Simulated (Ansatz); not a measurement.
`C[O][In]([CH3])[SH]` + `CO[Si]O` → `C[O][In]([OH])[SH]` + `CO[Si]C`  (redistribution)

Calculated with Ansatz (gas phase, PBE0-D4/def2-TZVP geometries, no zero-point term in ΔE). CCSD(T)/CBS is the MP2 limit (def2-TZVPP, def2-QZVPP) plus CCSD(T) − MP2 in def2-TZVPP, frozen cores. Functionals use def2-TZVPP. B3LYP here is the variant with VWN-RPA as its local correlation; programs differ in this. def2 core potentials past Kr. For In outer-core shells are correlated without core-valence functions, which leaves a few kJ/mol of doubt a bond. Each species was taken in one conformer, which may not be the lowest.

`C[O][In]([CH3])[SH]`:

Z-matrix (Å, degrees):
```
C
O 1 1.399
H 1 1.098 2 110.5
H 1 1.101 2 114.0 3 -120.7
H 1 1.098 2 110.3 3 118.8
In 2 1.990 1 123.4 3 118.1
S 6 2.373 2 107.3 1 -179.3
C 6 2.135 2 120.8 1 0.7
H 7 1.345 6 91.2 2 0.1
H 8 1.090 6 109.4 2 46.7
H 8 1.089 6 110.2 2 167.4
H 8 1.091 6 109.3 2 -72.5
```

`CO[Si]O`:

```xyz
8

C    -0.049    1.026    0.812
O    -0.095   -0.202    0.118
Si    0.441   -0.408   -1.436
O     0.111   -2.007   -1.629
H    -1.060    1.318    1.104
H     0.383    1.828    0.200
H     0.557    0.912    1.714
H    -0.288   -2.468   -0.883
```

`C[O][In]([OH])[SH]`:

Z-matrix (Å, degrees):
```
C
O 1 1.409
H 1 1.095 2 108.5
H 1 1.097 2 113.5 3 119.8
H 1 1.097 2 111.3 3 -118.5
In 2 1.970 1 121.7 3 -151.3
S 6 2.362 2 119.9 1 -176.1
O 6 1.978 2 113.7 1 5.0
H 7 1.345 6 91.9 2 0.9
H 8 0.960 6 113.4 2 178.3
```

`CO[Si]C`:

Cartesian coordinates in Å:
```
C 0.613 -0.962 -1.064
O 1.049 -0.967 0.274
Si 0.627 -0.107 1.612
C -0.739 1.055 0.962
H 0.228 -1.953 -1.320
H -0.171 -0.221 -1.243
H 1.461 -0.744 -1.717
H -1.593 0.498 0.557
H -0.371 1.714 0.165
H -1.106 1.687 1.775
```

| level | ΔE (kJ/mol) |
| --- | --- |
| PBE0-D4 | 126.9 |
| ωB97X-V | 126.5 |
| PBE | 122.5 |
| r2SCAN | 127.2 |
| B3LYP | 128.8 |
| HF/def2-TZVPP | 131.3 |
| SCS-MP2/def2-TZVPP | 131.0 |
| CCSD/def2-TZVPP | 130.5 |

Question: What does CCSD(T)/CBS give? (An estimate is asked.)

Answer: Computed: +125.0 kJ/mol. The listed levels differ from it by 1.9, 1.5, -2.5, 2.2, 3.8, 6.3, 6.0, 5.5 kJ/mol.

Largest T1 diagnostic among the species: 0.016.

From PBE to PBE0 (25 % exact exchange), in def2-TZVPP and without D4, ΔE moves by +5.5 kJ/mol.
